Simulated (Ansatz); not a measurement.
Reaction (ligand exchange at the Si–C bond): `C/C=C(\O)[SiH3]` + `[NH2][SbH2]` → `[SiH3][NH][SbH2]` + `C/C=C/O`

Gas-phase electronic energies from Ansatz, PBE0-D4/def2-TZVP geometries. CBS: MP2 limit from def2 TZ/QZ plus the TZ coupled-cluster correction, frozen cores. Double bonds are as drawn, so ΔE can hold a change between cis and trans. DFT in def2-TZVPP. Elements past krypton have def2 core potentials. For Sb outer-core shells are correlated without core-valence functions, which leaves a few kJ/mol of doubt a bond. Each species was taken in one conformer, which may not be the lowest.

```json
{"level": "PBE0", "ΔE (kcal/mol)": "-14.1"}
{"level": "CCSD/def2-TZVPP", "ΔE (kcal/mol)": "-16.1"}
```

(1) What does CCSD(T)/CBS give? (Best estimate.)

Largest T1 diagnostic among the species: 0.013.

## Answers

(1) Computed: -15.4 kcal/mol. The listed levels differ from it by 1.3, -0.7 kcal/mol.

From PBE to PBE0 (25 % exact exchange), in def2-TZVPP and without D4, ΔE moves by −1.5 kcal/mol. In def2-TZVPP, CCSD(T) changes the Hartree–Fock value by +3.3 kcal/mol (the triples alone add +0.6 kcal/mol) and MP2 by +2.5 kcal/mol.
